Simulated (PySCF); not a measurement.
# Diatomic anions of Mg with the fourth-period p block

PBE0 with double-zeta basis sets in PySCF, for the lowest determinant that a PBE0 search found; no spin–orbit coupling. De refers to high-spin ground-configuration atoms (the charge goes to the atom of lower measured ionisation energy or higher electron affinity, which is not always the lowest computed limit). A positive dipole points towards Mg; it is taken about the centre of mass and depends on that origin.

```tsv
M	basis	charged atom	state (unpaired electrons)	Re (Å)	ωe (cm⁻¹)	De (eV)	μ (D)
Ge	aug-cc-pVDZ/aug-cc-pVDZ-PP	Ge−	quartet (σ ↑, π ↑↑)	2.738	201	1.00	-3.53
Se	aug-cc-pVDZ/aug-cc-pVDZ-PP	Se−	doublet (σ ↑)	2.355	378	2.00	-0.20
Br	aug-pcseg-1	Br−	singlet (closed shell)	2.677	204	0.94	-4.95
```

The shortest bond is that of MgSe⁻ (2.355 Å), the longest that of MgGe⁻ (2.738 Å).

The rows differ in basis set, which adds steps of its own.

The state changes along the series, so neighbouring rows are not always alike in their bonding.

For an ion De counts to the pair picked by the measured ionisation energies or electron affinities, which need not be the lowest pair at this level. The highest Kohn–Sham level is positive in some of these anions. Much of that is self-interaction error, but it also means that the finite basis helps to hold the extra electron. States were picked by a PBE0 search and need not be the measured ground states.
